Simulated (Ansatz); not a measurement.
(BeO)6 prism (Be₆O₆). The state is a singlet with charge 0. Geometry r2SCAN-D4/def2-SVP.

| atom | x (Å) | y (Å) | z (Å) |
| --- | --- | --- | --- |
| Be1 | -0.0400 | -1.1463 | 1.1917 |
| Be2 | -0.6286 | -0.8543 | -1.2692 |
| Be3 | -1.3032 | 0.9262 | 0.4216 |
| Be4 | 0.6285 | 0.8543 | 1.2692 |
| Be5 | 1.3032 | -0.9262 | -0.4216 |
| Be6 | 0.0400 | 1.1463 | -1.1916 |
| O7 | -0.0836 | -1.8657 | -0.2014 |
| O8 | -1.4889 | 0.4397 | -1.0578 |
| O9 | -0.8343 | 0.1149 | 1.6792 |
| O10 | 1.4889 | -0.4397 | 1.0578 |
| O11 | 0.8343 | -0.1149 | -1.6792 |
| O12 | 0.0835 | 1.8657 | 0.2014 |

Another isomer (singlet) lies 0.03 eV lower at PBE-D4/def2-SVP; other spin states weren't run for this one.

Estimate the orbital energies around the gap (eV) in Ansatz with HF/STO-3G, PBE-D4/def2-SVP, PBE-D4/def2-TZVP, PBE0-D4/def2-TZVP, BHLYP-D4/def2-TZVP.


```
orbital  HF/STO-3G  PBE-D4/def2-SVP  PBE-D4/def2-TZVP  PBE0-D4/def2-TZVP  BHLYP-D4/def2-TZVP
 HOMO−9     -11.15            -8.80             -8.34              -9.93              -11.49
 HOMO−8     -11.07            -8.59             -8.19              -9.76              -11.30
 HOMO−7     -11.07            -8.59             -8.19              -9.76              -11.30
 HOMO−6     -10.78            -8.30             -7.92              -9.51              -11.07
 HOMO−5     -10.78            -8.30             -7.92              -9.51              -11.06
 HOMO−4      -9.54            -7.58             -7.21              -8.75              -10.28
 HOMO−3      -9.54            -7.58             -7.21              -8.75              -10.28
 HOMO−2      -9.47            -7.31             -6.91              -8.41               -9.92
 HOMO−1      -9.04            -7.19             -6.81              -8.34               -9.86
   HOMO      -9.03            -7.19             -6.81              -8.33               -9.86
   LUMO       4.79            -2.03             -2.01              -1.21               -0.59
 LUMO+1       6.83            -1.02             -0.94              -0.18                0.32
 LUMO+2       6.84            -1.02             -0.94              -0.18                0.32
 LUMO+3       7.08            -0.76             -0.65               0.09                0.57
 LUMO+4       7.40            -0.71             -0.58               0.20                0.71
 LUMO+5       7.40            -0.70             -0.58               0.20                0.71
```
